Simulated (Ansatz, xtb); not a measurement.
Relative energy of two structures of CH2BrI

Structure a is a singlet given by its coordinates and structure b is a triplet given by its coordinates. Both are isolated molecules in the gas phase, relaxed with B3LYP-D3(BJ)/6-311G**.

a (Å):

```yaml
atoms:
  - { symbol: C, position_ang: [-0.5064, -0.1645, -0.6184] }
  - { symbol: Br, position_ang: [2.3223, 0.6772, 2.3584] }
  - { symbol: I, position_ang: [0.0191, 1.0731, 0.8245] }
  - { symbol: H, position_ang: [-0.9881, -1.0924, -0.3436] }
  - { symbol: H, position_ang: [0.0017, -0.0838, -1.5692] }
```

Close contacts (Å): C1–I3 1.97, Br2–I3 2.80, C1–H4 1.08, C1–H5 1.08.

b (Å):

```xyz
5

C    -0.3940   -0.2747   -0.4255
Br    2.4512    0.7326    1.5905
I    -0.5517    1.1725    1.0381
H    -1.2885   -0.5460   -0.9627
H     0.5768   -0.7280   -0.5474
```

Close contacts (Å): C1–I3 2.06, Br2–I3 3.08, C1–H4 1.08, C1–H5 1.08.

Estimate which is lower in electronic energy at CCSD(T)/def2-TZVPP, and by roughly how much.

The CCSD(T)/def2-TZVPP calculation puts structure a lower, by 0.687 eV.

The same difference at several levels:

```
                level               geometry  E(b) − E(a) (eV)  departure from the last row (eV)  job, with rough time for the two
B3LYP-D3(BJ)/6-311G**  B3LYP-D3(BJ)/6-311G**              +0.445                            −0.242             optimisation, 4.8 min
        HF/def2-TZVPP  B3LYP-D3(BJ)/6-311G**              −0.991                            −1.678           part of the CCSD(T) run
       MP2/def2-TZVPP  B3LYP-D3(BJ)/6-311G**              +0.889                            +0.202           part of the CCSD(T) run
   CCSD(T)/def2-TZVPP  B3LYP-D3(BJ)/6-311G**              +0.687                                               single point, 5.6 min
```

HF/def2-TZVPP puts the two in the other order. The largest departure from CCSD(T)/def2-TZVPP is that of HF/def2-TZVPP, 1.678 eV. Levels run at GFN2-xTB geometries aren't shown.

With harmonic frequencies from B3LYP-D3(BJ)/6-311G** (ideal gas, rigid rotor, one conformer each, 298.15 K, 1 atm): the zero-point term adds −0.071 eV; ΔH is +0.647 and ΔG +0.527 eV.

Open shells are spin-unrestricted. The correlated steps freeze 14 core orbitals; the filled d shell of Br and I is correlated, in a basis made for valence electrons. Atoms past krypton carry core potentials in the def2 sets, other sets are all-electron and non-relativistic, and no spin–orbit term is included. ΔG holds the spin degeneracy. Mirror images aren't counted in ΔG. Codes used: Ansatz 0.2.0; the last row on 2 threads of Intel(R) Xeon(R) Platinum 8259CL CPU @ 2.50GHz (Skylake/Cascade Lake) on a shared host.
